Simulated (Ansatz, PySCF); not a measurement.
This Ansatz (a first-principles code) input computes a BLYP/def2-TZVPD energy:

Ansatz 0.2 input:
```yaml
crystal:
  periodic: [false, false, false]
  atoms:
    - {symbol: C, position_ang: [0.01425900, -0.00055452, -0.74078245]}
    - {symbol: O, position_ang: [0.00715209, 0.00561026, 0.56769156]}
    - {symbol: H, position_ang: [0.88752270, 0.26011238, 0.88741297]}
    - {symbol: H, position_ang: [-1.03029347, -0.30166734, -0.98425072]}
basis:
  gaussian:
    orbitals: def2-TZVPD
hamiltonian:
  xc: {name: BLYP}
output: {forces: true}
```

**Question.** Write an input for the same energy in PySCF and say what it gives.

**Answer.** 
```python
from pyscf import gto, scf, dft

mol = gto.M(
    atom='''
    C     0.01425900   -0.00055452   -0.74078245
    O     0.00715209    0.00561026    0.56769156
    H     0.88752270    0.26011238    0.88741297
    H    -1.03029347   -0.30166734   -0.98425072
    ''',
    basis='def2-tzvpd',
    charge=0,
    spin=0,
    verbose=4,
)

mf = dft.RKS(mol, xc='blyp').density_fit(auxbasis='def2-universal-jkfit')
mf.grids.level = 3
mf.conv_tol = 1e-9
mf.max_cycle = 100
mf.max_memory = 1500
mf.kernel()
if not mf.converged:
    mf = mf.newton()
    mf.kernel(mf.make_rdm1())
mf.analyze()
```
It gives -114.44404 Eh, and Ansatz -114.44398 Eh, a difference of 0.06 mEh, from the treatment of integrals and grids.
